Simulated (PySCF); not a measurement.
ISn, charge +1, singlet, at a GFN2-xTB geometry (such geometries of metal compounds can be far from the true shape) (core potentials on I, Sn); PySCF with DF-HF/def2-TZVP.

The PySCF input:
```python
from pyscf import gto, scf

mol = gto.Mole()
mol.atom = '''
    Sn   -0.000000   -0.000000   -1.376749
    I     0.000000    0.000000    1.298820
'''
mol.basis = 'def2-tzvp'
mol.ecp = {'I': 'def2-tzvp', 'Sn': 'def2-tzvp'}
mol.charge = 1
mol.spin = 0
mol.verbose = 4
mol.build()

mf = scf.RHF(mol)
mf.diis = False
mf.damp = 0.3
mf.diis_start_cycle = 200
mf.max_cycle = 150
mf = mf.density_fit(auxbasis='def2-universal-jkfit')
mf.kernel()
```

Output, abridged:

```
PySCF version 2.14.0

[INPUT] verbose = 4
[INPUT] num. atoms = 2
[INPUT] num. electrons = 46
[INPUT] charge = 1
[INPUT] spin (= nelec alpha-beta = 2S) = 0
[INPUT] symmetry False subgroup None
[INPUT] Mole.unit = angstrom
[INPUT] Symbol           X                Y                Z      unit          X                Y                Z       unit  Magmom
[INPUT]  1 Sn     0.000000000000   0.000000000000  -1.376749000000 AA    0.000000000000   0.000000000000  -2.601678552269 Bohr   0.0
[INPUT]  2 I      0.000000000000   0.000000000000   1.298820000000 AA    0.000000000000   0.000000000000   2.454414085108 Bohr   0.0

nuclear repulsion = 108.779652479902
number of shells = 32
number of NR pGTOs = 186
number of NR cGTOs = 100
basis = def2-tzvp
ecp = {'I': 'def2-tzvp', 'Sn': 'def2-tzvp'}

******** <class 'pyscf.df.df_jk.DFRHF'> ********
method = DFRHF
initial guess = minao
damping factor = 0.3
level_shift factor = 0
DIIS disabled
SCF conv_tol = 1e-09
SCF conv_tol_grad = None
SCF max_cycles = 150
direct_scf = False
Set gradient conv threshold to 3.16228e-05
Initial guess from minao.
******** <class 'pyscf.df.df.DF'> ********
auxbasis = def2-universal-jkfit
init E= -429.268350883163
  HOMO = -1.23319829667289  LUMO = -0.816648637062248  gap/eV = 11.33489
cycle= 1 E= -508.461061371566  delta_E= -79.2  |g|= 3.28  |ddm|= 36.2
  HOMO = -0.55917433382507  LUMO = -0.375833066265664  gap/eV = 4.98897
cycle= 2 E= -509.788701237048  delta_E= -1.33  |g|= 0.806  |ddm|= 4.77
  HOMO = -0.57019086074941  LUMO = -0.247031581418786  gap/eV = 8.79361
cycle= 3 E= -509.818856416659  delta_E= -0.0302  |g|= 0.263  |ddm|= 0.684
  HOMO = -0.558073786860693  LUMO = -0.229144146958256  gap/eV = 8.95063
cycle= 4 E= -509.822020152825  delta_E= -0.00316  |g|= 0.0857  |ddm|= 0.193
  HOMO = -0.5617312909454  LUMO = -0.222004543185954  gap/eV = 9.24444
cycle= 5 E= -509.822617769139  delta_E= -0.000598  |g|= 0.0299  |ddm|= 0.0853
  HOMO = -0.562913982011067  LUMO = -0.220885399505069  gap/eV = 9.30707
cycle= 6 E= -509.822797167593  delta_E= -0.000179  |g|= 0.0121  |ddm|= 0.0399
  HOMO = -0.563768252697385  LUMO = -0.220500557940219  gap/eV = 9.34079
cycle= 7 E= -509.822863703813  delta_E= -6.65e-05  |g|= 0.00625  |ddm|= 0.0225
  HOMO = -0.564191950024354  LUMO = -0.22042309268905  gap/eV = 9.35443
cycle= 8 E= -509.822891193377  delta_E= -2.75e-05  |g|= 0.00375  |ddm|= 0.0132
  HOMO = -0.564427014105645  LUMO = -0.22037950887031  gap/eV = 9.36201
cycle= 9 E= -509.822903341743  delta_E= -1.21e-05  |g|= 0.00245  |ddm|= 0.0082
  HOMO = -0.564557999363431  LUMO = -0.220351181976249  gap/eV = 9.36634
cycle= 10 E= -509.822908969348  delta_E= -5.63e-06  |g|= 0.00165  |ddm|= 0.00527
  HOMO = -0.564635449292901  LUMO = -0.220328385815524  gap/eV = 9.36907
cycle= 11 E= -509.822911664701  delta_E= -2.7e-06  |g|= 0.00114  |ddm|= 0.00348
  HOMO = -0.564683038004902  LUMO = -0.220311019838805  gap/eV = 9.37084
cycle= 12 E= -509.822912985793  delta_E= -1.32e-06  |g|= 0.000795  |ddm|= 0.00235
  HOMO = -0.564713386810805  LUMO = -0.220298140560605  gap/eV = 9.37202
cycle= 13 E= -509.822913643443  delta_E= -6.58e-07  |g|= 0.00056  |ddm|= 0.00161
  HOMO = -0.564733272694234  LUMO = -0.220288856051705  gap/eV = 9.37281
cycle= 14 E= -509.822913974191  delta_E= -3.31e-07  |g|= 0.000397  |ddm|= 0.00112
  HOMO = -0.564746579878606  LUMO = -0.220282261687359  gap/eV = 9.37335
cycle= 15 E= -509.822914141638  delta_E= -1.67e-07  |g|= 0.000282  |ddm|= 0.000782
  HOMO = -0.564755624307722  LUMO = -0.220277617531593  gap/eV = 9.37372
cycle= 16 E= -509.822914226771  delta_E= -8.51e-08  |g|= 0.000201  |ddm|= 0.00055
  HOMO = -0.564761844033699  LUMO = -0.220274358226613  gap/eV = 9.37398
cycle= 17 E= -509.82291427017  delta_E= -4.34e-08  |g|= 0.000144  |ddm|= 0.000389
  HOMO = -0.564766159295478  LUMO = -0.220272072543987  gap/eV = 9.37416
cycle= 18 E= -509.822914292334  delta_E= -2.22e-08  |g|= 0.000103  |ddm|= 0.000276
  HOMO = -0.56476917356735  LUMO = -0.220270468257527  gap/eV = 9.37429
cycle= 19 E= -509.822914303663  delta_E= -1.13e-08  |g|= 7.34e-05  |ddm|= 0.000196
  HOMO = -0.5647712900809  LUMO = -0.22026934035222  gap/eV = 9.37438
cycle= 20 E= -509.82291430946  delta_E= -5.8e-09  |g|= 5.25e-05  |ddm|= 0.00014
  HOMO = -0.56477278224358  LUMO = -0.220268545774981  gap/eV = 9.37444
cycle= 21 E= -509.822914312427  delta_E= -2.97e-09  |g|= 3.75e-05  |ddm|= 9.95e-05
  HOMO = -0.564773837558425  LUMO = -0.220267984859023  gap/eV = 9.37448
cycle= 22 E= -509.822914313945  delta_E= -1.52e-09  |g|= 2.69e-05  |ddm|= 7.1e-05
  HOMO = -0.564774585766699  LUMO = -0.220267588109707  gap/eV = 9.37451
cycle= 23 E= -509.822914314724  delta_E= -7.79e-10  |g|= 1.92e-05  |ddm|= 5.07e-05
  HOMO = -0.564775345071568  LUMO = -0.220267186478704  gap/eV = 9.37454
Extra cycle  E= -509.822914315252  delta_E= -5.29e-10  |g|= 1.14e-05  |ddm|= 5.17e-05
converged SCF energy = -509.822914315252
```
